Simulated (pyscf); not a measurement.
# `[NH2][SiH2][NH][SiH2][NH2]`, singlet

Gas-phase minimum from PySCF at ωB97X-D3(BJ)/def2-SVP, one conformer. 

```xyz
14

N     -0.7709    -1.1483    -2.4531
Si     0.2700    -1.1358    -1.0509
N      0.4744     0.4828    -0.4683
Si    -0.8322     1.5003     0.0844
N     -2.3023     0.7555    -0.4108
H     -1.2252    -2.0215    -2.7056
H     -0.4691    -0.6553    -3.2891
H      1.6578    -1.6369    -1.3089
H     -0.3950    -2.0606    -0.0878
H      1.4143     0.8663    -0.5030
H     -0.9127     1.6525     1.5709
H     -0.5870     2.8646    -0.4797
H     -2.3345     0.2384    -1.2859
H     -2.9988     0.4535     0.2583
```
Charge 0, spin multiplicity 1.

Bond lengths (Å): N1–Si2 1.746, N1–H6 1.016, N1–H7 1.016, Si2–N3 1.732, Si2–H8 1.498, Si2–H9 1.492, N3–Si4 1.746, N3–H10 1.016, Si4–N5 1.721, Si4–H11 1.496, Si4–H12 1.497, N5–H13 1.017, N5–H14 1.012. Angles (°): Si2–N1–H6 118.2, Si2–N1–H7 118.7, H6–N1–H7 110.2, N1–Si2–N3 110.3, N1–Si2–H8 114.3, N1–Si2–H9 104.4, N3–Si2–H8 105.1, N3–Si2–H9 114.5, H8–Si2–H9 108.5, Si2–N3–Si4 124.2, Si2–N3–H10 116.8, Si4–N3–H10 118.9, N3–Si4–N5 107.2, N3–Si4–H11 114.5 (the first ones only).

Properties at ωB97X-D3(BJ)/def2-SVP:

| Item | Result |
|---|---|
| Harmonic wavenumbers, unscaled | 63, 118, 130, 164, 205, 300, 356, 410, 464, 496, 606, 625, 678, 732, 778, 817, 855, 878, 900, 936, 947, 989, 1015, 1031, 1194, 1552, 1555, 2208, 2213, 2233, 2253, 3596, 3601, 3650, 3692, 3728 cm⁻¹ |
| Zero-point energy | 65.7 kcal/mol |
| Rotational symmetry number | 1 |
| Entropy of this conformer at 298 K and 1 atm, rigid rotor and harmonic oscillator, modes under 100 cm⁻¹ raised to 100 | 373.5 J/(mol K) |
| Dipole moment | 1.85 D |

Single-point totals, which compare only within one level:

```json
[
 {"level": "ωB97X-D3(BJ)/def2-TZVP", "total energy (hartree)": "-748.98143"},
 {"level": "PBE/def2-TZVP", "total energy (hartree)": "-748.34533"},
 {"level": "r²SCAN/def2-TZVP", "total energy (hartree)": "-748.71586"},
 {"level": "B3LYP-D3(BJ)/def2-TZVP", "total energy (hartree)": "-748.93442"},
 {"level": "PBE0-D3(BJ)/def2-TZVP", "total energy (hartree)": "-748.43142"},
 {"level": "M06-2X/def2-TZVP", "total energy (hartree)": "-748.75120"},
 {"level": "ωB97M-D3(BJ)/def2-TZVP", "total energy (hartree)": "-748.99517"}
]
```

Soft torsions are taken as harmonic, which can shift the entropy by several J/(mol K).
